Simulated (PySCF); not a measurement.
PySCF input (M06-L/def2-TZVPD):

```python
from pyscf import gto, scf, dft

mol = gto.M(
    atom='''
    Si    1.35693360   -0.00146745   -0.04150920
    Si   -1.05179259    0.00113746    0.03217480
    H    -1.43164850    1.40291342   -0.25629229
    H    -1.38277417   -0.43938540    1.40653663
    H    -1.45755147   -0.95890811   -1.01956274
    ''',
    basis='def2-tzvpd',
    charge=1,
    spin=0,
    verbose=4,
)

mf = dft.RKS(mol, xc='m06l').density_fit(auxbasis='def2-universal-jkfit')
mf.grids.level = 4
mf.conv_tol = 1e-9
mf.max_cycle = 100
mf.max_memory = 1500
mf.kernel()
if not mf.converged:
    mf = mf.newton()
    mf.kernel(mf.make_rdm1())
mf.analyze()
```

Output:

```
PySCF version 2.14.0

[INPUT] verbose = 4
[INPUT] num. atoms = 5
[INPUT] num. electrons = 30
[INPUT] charge = 1
[INPUT] spin (= nelec alpha-beta = 2S) = 0
[INPUT] symmetry False subgroup None
[INPUT] Mole.unit = angstrom
[INPUT] Symbol           X                Y                Z      unit          X                Y                Z       unit  Magmom
[INPUT]  1 Si     1.356933600000  -0.001467450000  -0.041509200000 AA    2.564232873220  -0.002773078601  -0.078441019650 Bohr   0.0
[INPUT]  2 Si    -1.051792590000   0.001137460000   0.032174800000 AA   -1.987599934947   0.002149487878   0.060801560113 Bohr   0.0
[INPUT]  3 H     -1.431648500000   1.402913420000  -0.256292290000 AA   -2.705423571644   2.651122140277  -0.484322235938 Bohr   0.0
[INPUT]  4 H     -1.382774170000  -0.439385400000   1.406536630000 AA   -2.613064473423  -0.830318069132   2.657969014869 Bohr   0.0
[INPUT]  5 H     -1.457551470000  -0.958908110000  -1.019562740000 AA   -2.754373090757  -1.812073706524  -1.926694345411 Bohr   0.0

nuclear repulsion = 65.7906579739513
number of shells = 45
number of NR pGTOs = 171
number of NR cGTOs = 113
basis = def2-tzvpd
ecp = {}

******** <class 'pyscf.df.df_jk.DFRKS'> ********
method = DFRKS
initial guess = minao
damping factor = 0
level_shift factor = 0
DIIS = <class 'pyscf.scf.diis.CDIIS'>
diis_start_cycle = 1
diis_space = 8
diis_damp = 0
SCF conv_tol = 1e-09
SCF conv_tol_grad = None
SCF max_cycles = 100
direct_scf = False
XC library pyscf.dft.libxc version 7.1.2
    S. Lehtola, C. Steigemann, M. J. T. Oliveira, and M. A. L. Marques,  SoftwareX 7, 1–5 (2018)
XC functionals = m06l
    Y. Zhao and D. G. Truhlar,  J. Chem. Phys. 125, 194101 (2006)
    Y. Zhao and D. G. Truhlar,  J. Chem. Phys. 125, 194101 (2006)
    Y. Zhao and D. G. Truhlar,  Theor. Chem. Acc. 120, 215 (2008)
radial grids:
    Treutler-Ahlrichs [JCP 102, 346 (1995); DOI:10.1063/1.469408] (M4) radial grids

becke partition: Becke, JCP 88, 2547 (1988); DOI:10.1063/1.454033
pruning grids: <function nwchem_prune>
grids dens level: 4
symmetrized grids: False
atomic radii adjust function: <function treutler_atomic_radii_adjust>
small_rho_cutoff = 0
Set gradient conv threshold to 3.16228e-05
Initial guess from minao.
tot grids = 104960
init E= -580.506132036269
  HOMO = -0.229313620468917  LUMO = -0.144519912576409  gap/eV = 2.30735
cycle= 1 E= -580.367734140131  delta_E= 0.138  |g|= 0.305  |ddm|= 2.01
  HOMO = -0.491671926038952  LUMO = -0.442420246084714  gap/eV = 1.34021
cycle= 2 E= -580.180196775989  delta_E= 0.188  |g|= 0.694  |ddm|= 1.45
  HOMO = -0.454166061845017  LUMO = -0.385113758496953  gap/eV = 1.87901
cycle= 3 E= -580.409926949643  delta_E= -0.23  |g|= 0.0724  |ddm|= 0.818
  HOMO = -0.445109625518635  LUMO = -0.378293345400474  gap/eV = 1.81816
cycle= 4 E= -580.411138109266  delta_E= -0.00121  |g|= 0.0326  |ddm|= 0.146
  HOMO = -0.445025758563402  LUMO = -0.375698296783921  gap/eV = 1.88650
cycle= 5 E= -580.411443997778  delta_E= -0.000306  |g|= 0.00775  |ddm|= 0.0568
  HOMO = -0.444153703079524  LUMO = -0.374962784346905  gap/eV = 1.88278
cycle= 6 E= -580.411458609681  delta_E= -1.46e-05  |g|= 0.00196  |ddm|= 0.012
  HOMO = -0.44429509605984  LUMO = -0.375123816518116  gap/eV = 1.88225
cycle= 7 E= -580.411460147626  delta_E= -1.54e-06  |g|= 0.000386  |ddm|= 0.00385
  HOMO = -0.444288025257016  LUMO = -0.375117139660909  gap/eV = 1.88224
cycle= 8 E= -580.411460210118  delta_E= -6.25e-08  |g|= 6.1e-05  |ddm|= 0.00118
  HOMO = -0.444286970024118  LUMO = -0.375111324382356  gap/eV = 1.88237
cycle= 9 E= -580.411460211539  delta_E= -1.42e-09  |g|= 1.35e-05  |ddm|= 0.000156
  HOMO = -0.444284942448064  LUMO = -0.375110064807034  gap/eV = 1.88234
cycle= 10 E= -580.411460211623  delta_E= -8.39e-11  |g|= 1.13e-06  |ddm|= 4.5e-05
  HOMO = -0.444284835614548  LUMO = -0.375109962051864  gap/eV = 1.88234
Extra cycle  E= -580.411460211623  delta_E=    0  |g|= 5.87e-07  |ddm|= 4.78e-06
converged SCF energy = -580.411460211623
**** SCF Summaries ****
Total Energy =                        -580.411460211623080
Nuclear Repulsion Energy =              65.790657973951340
One-electron Energy =                 -927.702312785839695
Two-electron Energy =                  281.500194600265274
Two-electron Coulomb Energy =          324.120119307221501
DFT Exchange-Correlation Energy =      -42.619924706956247
HOMO-LUMO gap [eV] =                     1.882344187398886
**** MO energy ****
MO #1   energy= -66.1530099874737  occ= 2
MO #2   energy= -66.0168369854255  occ= 2
MO #3   energy= -5.55908666894287  occ= 2
MO #4   energy= -5.43803994425415  occ= 2
MO #5   energy= -3.87435528231065  occ= 2
MO #6   energy= -3.87435522935339  occ= 2
MO #7   energy= -3.85836130725835  occ= 2
MO #8   energy= -3.74834624554005  occ= 2
MO #9   energy= -3.74568487782038  occ= 2
MO #10  energy= -3.74568455355012  occ= 2
MO #11  energy= -0.733158802643628 occ= 2
MO #12  energy= -0.636377348578076 occ= 2
MO #13  energy= -0.527220670128382 occ= 2
MO #14  energy= -0.527220037169572 occ= 2
MO #15  energy= -0.444284835614548 occ= 2
MO #16  energy= -0.375109962051864 occ= 0
MO #17  energy= -0.3751090615311   occ= 0
MO #18  energy= -0.187559828630496 occ= 0
MO #19  energy= -0.160881471457984 occ= 0
MO #20  energy= -0.15963153792107  occ= 0
MO #21  energy= -0.159630018130823 occ= 0
MO #22  energy= -0.101900015629314 occ= 0
MO #23  energy= -0.101521213829295 occ= 0
MO #24  energy= -0.101518708832139 occ= 0
MO #25  energy= -0.0726301726260683 occ= 0
MO #26  energy= -0.0568352568079241 occ= 0
MO #27  energy= -0.0568334859630298 occ= 0
MO #28  energy= -0.0445184206267675 occ= 0
MO #29  energy= -0.0445177274147828 occ= 0
MO #30  energy= -0.0343077806336644 occ= 0
MO #31  energy= -0.0322435154263556 occ= 0
MO #32  energy= -0.032242592553454 occ= 0
MO #33  energy= 0.0188122190588924 occ= 0
MO #34  energy= 0.0256653274255151 occ= 0
MO #35  energy= 0.0256673180199433 occ= 0
MO #36  energy= 0.0627199038194304 occ= 0
MO #37  energy= 0.062720744903639  occ= 0
MO #38  energy= 0.0687226877017788 occ= 0
MO #39  energy= 0.095671337801351  occ= 0
MO #40  energy= 0.101275558196356  occ= 0
MO #41  energy= 0.101280280896107  occ= 0
MO #42  energy= 0.120684121551555  occ= 0
MO #43  energy= 0.120687688261027  occ= 0
MO #44  energy= 0.131391043508057  occ= 0
MO #45  energy= 0.141300904142644  occ= 0
MO #46  energy= 0.141303927189141  occ= 0
MO #47  energy= 0.154485132482195  occ= 0
MO #48  energy= 0.177021020714593  occ= 0
MO #49  energy= 0.204694005145507  occ= 0
MO #50  energy= 0.205081479718999  occ= 0
MO #51  energy= 0.205083776314184  occ= 0
MO #52  energy= 0.254927155129896  occ= 0
MO #53  energy= 0.254930267210422  occ= 0
MO #54  energy= 0.27594624349819   occ= 0
MO #55  energy= 0.27595258239946   occ= 0
MO #56  energy= 0.280552779788553  occ= 0
MO #57  energy= 0.340794529144739  occ= 0
MO #58  energy= 0.340797205043332  occ= 0
MO #59  energy= 0.362833419471569  occ= 0
MO #60  energy= 0.456085209462037  occ= 0
MO #61  energy= 0.473408616117928  occ= 0
MO #62  energy= 0.473416967809083  occ= 0
MO #63  energy= 0.530814382982662  occ= 0
MO #64  energy= 0.730866064080734  occ= 0
MO #65  energy= 0.730878523909215  occ= 0
MO #66  energy= 0.753883464304057  occ= 0
MO #67  energy= 0.767620438422659  occ= 0
MO #68  energy= 0.783088723691378  occ= 0
MO #69  energy= 0.800174760443353  occ= 0
MO #70  energy= 0.800177459148231  occ= 0
MO #71  energy= 0.806195375028183  occ= 0
MO #72  energy= 0.817649551846488  occ= 0
MO #73  energy= 0.817655225326082  occ= 0
MO #74  energy= 0.872668031567662  occ= 0
MO #75  energy= 0.872673252918774  occ= 0
MO #76  energy= 0.921085996106284  occ= 0
MO #77  energy= 0.924096541593452  occ= 0
MO #78  energy= 0.924106131409155  occ= 0
MO #79  energy= 0.987853130772239  occ= 0
MO #80  energy= 0.987858434573806  occ= 0
MO #81  energy= 1.01749800927567   occ= 0
MO #82  energy= 1.01974458050043   occ= 0
MO #83  energy= 1.01975357917985   occ= 0
MO #84  energy= 1.06576411409463   occ= 0
MO #85  energy= 1.06577431302615   occ= 0
MO #86  energy= 1.08954805295834   occ= 0
MO #87  energy= 1.20362352055608   occ= 0
MO #88  energy= 1.35879315147645   occ= 0
MO #89  energy= 1.35879641145146   occ= 0
MO #90  energy= 1.42797946997959   occ= 0
MO #91  energy= 1.42799379405254   occ= 0
MO #92  energy= 1.44571140491238   occ= 0
MO #93  energy= 1.70930367089652   occ= 0
MO #94  energy= 1.70931958404478   occ= 0
MO #95  energy= 1.77994816887199   occ= 0
MO #96  energy= 1.88560790843343   occ= 0
MO #97  energy= 1.90532566534418   occ= 0
MO #98  energy= 1.90536931145943   occ= 0
MO #99  energy= 2.04779703756506   occ= 0
MO #100 energy= 2.36103534718316   occ= 0
MO #101 energy= 2.36661166802021   occ= 0
MO #102 energy= 2.36663539164946   occ= 0
MO #103 energy= 2.68863743104389   occ= 0
MO #104 energy= 2.92129614065376   occ= 0
MO #105 energy= 2.92132459435068   occ= 0
MO #106 energy= 5.8451723739738    occ= 0
MO #107 energy= 5.84518312604904   occ= 0
MO #108 energy= 6.08633839475813   occ= 0
MO #109 energy= 6.1604583967479    occ= 0
MO #110 energy= 6.16046704183237   occ= 0
MO #111 energy= 6.17907065393435   occ= 0
MO #112 energy= 9.39580216290414   occ= 0
MO #113 energy= 10.5286333121379   occ= 0
 ** Mulliken pop on meta-lowdin orthogonal AOs  **
 ** Mulliken pop  **
pop of  0 Si 1s           1.99999
pop of  0 Si 2s           1.99985
pop of  0 Si 3s           1.86971
pop of  0 Si 4s           0.00511
pop of  0 Si 5s           0.00032
pop of  0 Si 6s           0.00037
pop of  0 Si 2px          1.99995
pop of  0 Si 2py          1.99984
pop of  0 Si 2pz          1.99984
pop of  0 Si 3px          1.22135
pop of  0 Si 3py          0.04611
pop of  0 Si 3pz          0.04721
pop of  0 Si 4px          0.01190
pop of  0 Si 4py          0.00255
pop of  0 Si 4pz          0.00256
pop of  0 Si 5px          0.00011
pop of  0 Si 5py          0.00019
pop of  0 Si 5pz          0.00019
pop of  0 Si 6px          0.00002
pop of  0 Si 6py          0.00000
pop of  0 Si 6pz          0.00000
pop of  0 Si 3dxy         0.00077
pop of  0 Si 3dyz         0.00008
pop of  0 Si 3dz^2        0.00462
pop of  0 Si 3dxz         0.00080
pop of  0 Si 3dx2-y2      0.01367
pop of  0 Si 4dxy         0.00085
pop of  0 Si 4dyz         0.00003
pop of  0 Si 4dz^2        0.00013
pop of  0 Si 4dxz         0.00086
pop of  0 Si 4dx2-y2      0.00037
pop of  0 Si 5dxy         0.00055
pop of  0 Si 5dyz         0.00000
pop of  0 Si 5dz^2        0.00007
pop of  0 Si 5dxz         0.00054
pop of  0 Si 5dx2-y2      0.00019
pop of  0 Si 4f-3         0.00006
pop of  0 Si 4f-2         0.00005
pop of  0 Si 4f-1         0.00000
pop of  0 Si 4f+0         0.00002
pop of  0 Si 4f+1         0.00035
pop of  0 Si 4f+2         0.00004
pop of  0 Si 4f+3         0.00055
pop of  1 Si 1s           1.99999
pop of  1 Si 2s           1.99987
pop of  1 Si 3s           1.11589
pop of  1 Si 4s           0.00507
pop of  1 Si 5s           0.00062
pop of  1 Si 6s           0.00008
pop of  1 Si 2px          1.99990
pop of  1 Si 2py          1.99991
pop of  1 Si 2pz          1.99991
pop of  1 Si 3px          0.77266
pop of  1 Si 3py          0.86520
pop of  1 Si 3pz          0.86511
pop of  1 Si 4px          0.01161
pop of  1 Si 4py          0.01262
pop of  1 Si 4pz          0.01262
pop of  1 Si 5px          0.00047
pop of  1 Si 5py          0.00003
pop of  1 Si 5pz          0.00003
pop of  1 Si 6px          0.00000
pop of  1 Si 6py          0.00001
pop of  1 Si 6pz          0.00001
pop of  1 Si 3dxy         0.00000
pop of  1 Si 3dyz         0.00663
pop of  1 Si 3dz^2        0.00795
pop of  1 Si 3dxz         0.00005
pop of  1 Si 3dx2-y2      0.01068
pop of  1 Si 4dxy         0.00100
pop of  1 Si 4dyz         0.00144
pop of  1 Si 4dz^2        0.00144
pop of  1 Si 4dxz         0.00092
pop of  1 Si 4dx2-y2      0.00115
pop of  1 Si 5dxy         0.00014
pop of  1 Si 5dyz         0.00004
pop of  1 Si 5dz^2        0.00007
pop of  1 Si 5dxz         0.00013
pop of  1 Si 5dx2-y2      0.00013
pop of  1 Si 4f-3         0.00013
pop of  1 Si 4f-2         0.00001
pop of  1 Si 4f-1         0.00078
pop of  1 Si 4f+0         0.00037
pop of  1 Si 4f+1         0.00053
pop of  1 Si 4f+2         0.00017
pop of  1 Si 4f+3         0.00096
pop of  2 H 1s            1.00785
pop of  2 H 2s            0.00598
pop of  2 H 3s            0.00041
pop of  2 H 2px           0.00127
pop of  2 H 2py           0.00447
pop of  2 H 2pz           0.00086
pop of  2 H 3px           0.00132
pop of  2 H 3py           0.00033
pop of  2 H 3pz           0.00149
pop of  3 H 1s            1.00786
pop of  3 H 2s            0.00598
pop of  3 H 3s            0.00041
pop of  3 H 2px           0.00113
pop of  3 H 2py           0.00108
pop of  3 H 2pz           0.00439
pop of  3 H 3px           0.00136
pop of  3 H 3py           0.00142
pop of  3 H 3pz           0.00037
pop of  4 H 1s            1.00785
pop of  4 H 2s            0.00598
pop of  4 H 3s            0.00041
pop of  4 H 2px           0.00135
pop of  4 H 2py           0.00247
pop of  4 H 2pz           0.00278
pop of  4 H 3px           0.00130
pop of  4 H 3py           0.00098
pop of  4 H 3pz           0.00087
 ** Mulliken atomic charges  **
charge of    0Si =      0.76825
charge of    1Si =      0.30370
charge of    2H =     -0.02398
charge of    3H =     -0.02398
charge of    4H =     -0.02398

WARN: System has nonzero charge 1; the dipole moment is origin-dependent.
Location of origin: [0. 0. 0.]

Dipole moment(X, Y, Z, Debye):  2.42072, -0.00256, -0.07410
```
